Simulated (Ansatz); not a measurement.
A nudged elastic band was laid between two geometries of AlH3O3 + CH4 (12 atoms, charge 0, multiplicity 1).

These are results of UKS BLYP-D4/6-31G* (Ansatz 0.2.0), not measurements.

```json
{"movable images": "7", "climbing image": "yes", "spring": "5.0 eV/Å²", "optimiser": "quadratic models (default)", "start path": "through a guess of the saddle point", "force threshold": "0.05 eV/Å", "iteration limit": "60", "end points": "relaxed"}
```

Initial state:

```xyz
12
Properties=species:S:1:pos:R:3
Al 1.163 0.447 0.061
O 0.641 1.983 -0.525
O 1.234 0.150 1.759
O 1.722 -0.751 -1.046
H -1.652 0.388 -0.458
C -1.690 -0.650 -0.088
H 0.669 2.127 -1.491
H 0.962 0.876 2.353
H 2.070 -1.583 -0.672
H -2.733 -1.003 -0.107
H -1.312 -0.688 0.946
H -1.073 -1.296 -0.733
```

Final state:

```xyz
12
Properties=species:S:1:pos:R:3
Al 0.401 -0.060 0.274
O 0.130 1.614 -0.896
O 1.224 0.409 1.737
O 1.556 -0.473 -1.020
H -0.692 1.542 -1.430
C -1.387 -0.894 0.252
H 0.867 1.225 -1.462
H 0.697 0.534 2.548
H 2.476 -0.653 -0.747
H -2.166 -0.272 0.730
H -1.379 -1.860 0.789
H -1.728 -1.113 -0.777
```

Task: Which bonds break or form, and what moves?

Result: Bonds broken: H5–C6. Bonds formed: Al1–C6, O2–H5. AlH3O3 + CH4 becomes CH7AlO3.

Task: What energy profile does the band end with?

Result: It converged. The highest image is number 5 of 0 to 8, 144.9 kJ/mol above the first end and 74.1 kJ/mol above the last; the last end lies 70.8 kJ/mol above the first. A vibrational analysis at the climbing image gives one clearly imaginary mode, 1135i cm⁻¹: a first-order saddle point. The orbitals stay closed-shell, which can raise the energy where a bond breaks towards radicals; this wasn't checked here.

| image | path coordinate (Å) | energy (kJ/mol) | H5–C6 (Å) | Al1–C6 (Å) | O2–H5 (Å) |
| --- | --- | --- | --- | --- | --- |
| 0 | 0.00 | 0.0 | 1.10 | 3.06 | 2.79 |
| 1 | 0.62 | 0.3 | 1.10 | 3.09 | 2.67 |
| 2 | 1.24 | 1.4 | 1.10 | 3.11 | 2.53 |
| 3 | 1.87 | 7.7 | 1.10 | 2.91 | 2.24 |
| 4 | 2.49 | 45.4 | 1.14 | 2.48 | 1.81 |
| 5 | 3.11 | 144.9 | 1.51 | 2.14 | 1.21 |
| 6 | 3.80 | 97.4 | 2.14 | 2.00 | 1.00 |
| 7 | 4.48 | 77.0 | 2.65 | 1.98 | 0.98 |
| 8 | 5.17 | 70.8 | 3.04 | 1.97 | 0.98 |

Task: What is the geometry of the highest image?

Result: 
```xyz
12
Properties=species:S:1:pos:R:3:forces:R:3
Al 0.662 0.029 0.198 0.02 -0.01 0.01
O 0.020 1.610 -0.636 0.02 0.03 -0.02
O 1.200 0.171 1.839 -0.02 0.01 0.00
O 1.664 -0.827 -0.928 -0.02 0.01 0.03
H -0.833 0.749 -0.578 -0.01 -0.01 0.02
C -1.377 -0.573 -0.078 0.03 0.01 -0.01
H 0.352 1.686 -1.559 0.00 0.02 0.00
H 0.860 0.902 2.387 0.01 0.00 0.00
H 2.500 -1.187 -0.577 0.01 -0.01 -0.02
H -2.261 -0.115 0.398 0.01 -0.03 0.00
H -1.119 -1.432 0.578 -0.03 0.01 -0.02
H -1.669 -1.015 -1.045 -0.03 -0.03 0.02
```

Task: What are the harmonic wavenumbers there?

Result: 1135i, 48, 91, 147, 193, 219, 236, 253, 373, 448, 524, 592, 648, 668, 689, 743, 771, 794, 896, 1266, 1314, 1463, 1527, 1816, 2927, 3005, 3054, 3580, 3690, 3695 cm⁻¹.

The run took 4 min on 2 threads of Intel(R) Xeon(R) Platinum 8488C (Sapphire Rapids) (shared host), peak memory 0.18 GiB.
